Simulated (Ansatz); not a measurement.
Reaction (substitution at a C–Si bond): `CC[SiH2]C` + `Sc1ccccc1` → `CCSc1ccccc1` + `C[SiH3]`

Program: Ansatz. Geometries: PBE0-D4/def2-TZVP. ΔE: electronic, gas phase. CCSD(T)/CBS is the MP2 limit (def2-TZVPP, def2-QZVPP) plus CCSD(T) − MP2 in def2-TZVPP, frozen cores. This one scheme is used for every species. Functionals use def2-TZVPP. B3LYP here is the variant with VWN-RPA as its local correlation; programs differ in this. HSE06 is defined as in plane-wave codes. One conformer a species, not always the lowest.

```
             level  ΔE (kJ/mol)  difference from CCSD(T)/CBS
         revPBE-D4         24.4                         -4.3
         r2SCAN-D4         29.4                          0.7
            B97M-V         29.8                          1.1
           PBE0-D4         29.0                          0.3
          B3LYP-D4         27.9                         -0.8
        r2SCANh-D4         29.9                          1.2
        r2SCAN0-D4         30.4                          1.7
          HSE06-D4         29.1                          0.4
          BHLYP-D4         29.8                          1.1
      CAM-B3LYP-D4         29.8                          1.1
           ωB97X-V         29.1                          0.4
           ωB97M-V         31.3                          2.6
            B2PLYP         29.9                          1.2
          PBE-QIDH         29.5                          0.8
               PBE         30.3                          1.6
              BLYP         31.8                          3.1
            r2SCAN         30.8                          2.1
              PBE0         31.9                          3.2
             B3LYP         32.7                          4.0
           r2SCANh         31.3                          2.6
           r2SCAN0         31.9                          3.2
             HSE06         31.9                          3.2
             BHLYP         33.2                          4.5
         CAM-B3LYP         32.9                          4.2
           LC-ωPBE         34.9                          6.2
RPA@PBE/def2-TZVPP         27.5                         -1.2
       HF/def2-SVP         36.0                          7.3
      MP2/def2-SVP         24.5                         -4.2
     CCSD/def2-SVP         29.2                          0.5
  CCSD(T)/def2-SVP         26.3                         -2.4
     HF/def2-TZVPP         34.6                          5.9
    MP2/def2-TZVPP         25.7                         -3.0
SCS-MP2/def2-TZVPP         26.7                         -2.0
   CCSD/def2-TZVPP         31.7                          3.0
CCSD(T)/def2-TZVPP         28.8                          0.1
    MP2/def2-QZVPP         25.6                         -3.1
SCS-MP2/def2-QZVPP         26.7                         -2.0
      HF/CBS(def2)         34.5                          5.8
     MP2/CBS(def2)         25.6                         -3.1
    CCSD/CBS(def2)         31.6                          2.9
       CCSD(T)/CBS         28.7                            0
```

Largest T1 diagnostic among the species: 0.011.

The D4 term adds −4.8 kJ/mol with B3LYP and −2.9 kJ/mol with PBE0; it sums over pairs of atoms, weighted by their polarisabilities, and B3LYP, whose exchange is more repulsive, gets the larger term. Leaving LDA and LC-ωPBE aside and taking each functional with its dispersion term where it has one, the values spread over 6.9 kJ/mol, from revPBE-D4 to ωB97M-V. LDA lies −4.7 kJ/mol from PBE without D4. In def2-TZVPP, CCSD(T) changes the Hartree–Fock value by −5.7 kJ/mol (the triples alone add −2.9 kJ/mol) and MP2 by −8.8 kJ/mol.
